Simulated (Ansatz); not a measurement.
C2H8GeO3Si, singlet, geometry from GFN2-xTB, with bond 11-5 at 1.8 times its length; SC-NEVPT2/STO-3G, CASSCF(4,6) in Ansatz (an electronic-structure program).

Here is a job for Ansatz.
Ansatz 0.2 input:
```yaml
crystal:
  periodic: [false, false, false]
  atoms:
    - {symbol: Si, position_ang: [-2.03218699, -0.24705398, -0.04561654]}
    - {symbol: O, position_ang: [-2.66925929, -1.67491154, 0.40288073]}
    - {symbol: O, position_ang: [-2.75295458, 0.20564173, -1.43321717]}
    - {symbol: O, position_ang: [-2.37847999, 0.85912184, 1.09488593]}
    - {symbol: C, position_ang: [-0.16269570, -0.39760395, -0.27599799]}
    - {symbol: C, position_ang: [0.74128905, 0.41492208, 0.26367403]}
    - {symbol: Ge, position_ang: [2.66012002, 0.25466425, 0.01034817]}
    - {symbol: H, position_ang: [-2.90085921, -2.30888042, -0.26861603]}
    - {symbol: H, position_ang: [-2.72461222, 1.12107312, -1.69390056]}
    - {symbol: H, position_ang: [-2.33218614, 0.60452512, 2.01122682]}
    - {symbol: H, position_ang: [0.49141242, -1.85179954, -1.40436210]}
    - {symbol: H, position_ang: [0.39957740, 1.23005998, 0.89129977]}
    - {symbol: H, position_ang: [3.38122648, 0.06174370, 1.30894398]}
    - {symbol: H, position_ang: [3.24721029, 1.48727209, -0.60579529]}
    - {symbol: H, position_ang: [2.98971344, -0.90352881, -0.87525371]}
basis:
  gaussian:
    orbitals: STO-3G
magnetization: {spin_polarized: false}
correlation: {method: sc_nevpt2, electrons: all, active_space: {window: {electrons: 4, orbitals: 6}}}
```

The log (banner, timings and long lists left out):

```
Functional definition: HF
748 factors; integrals over basis functions are off by at most 4.0e-5 eV
mean field evaluation 1: about -71784.2795 eV, gradient 3.3e1 eV
mean field evaluation 2: about -71784.3986 eV, gradient 3.3e1 eV
mean field evaluation 4: about -71788.5257 eV, gradient 4.2e0 eV
mean field evaluation 8: about -71788.5907 eV, gradient 1.8e-2 eV
mean field -71788.58786119 eV, -2638.1819438462 hartree, gradient 8.6e-7 eV, S^2 0.000000; 0 other end points of the search recorded, 0 dependent functions left out; unrestricted orbitals would lower it
reference -71788.58786119 eV, -2638.1819438462 hartree; 45, 45 occupied and 15, 15 virtual orbitals, 748 factors
state -71792.07943245 eV, -2638.3102567233 hartree
state -71792.07943245 eV, -2638.3102567233 hartree; corrected -71798.67370481 eV, -2638.5525917630 hartree
Total energy: -71798.67370481 eV, -2638.5525917630 hartree
```
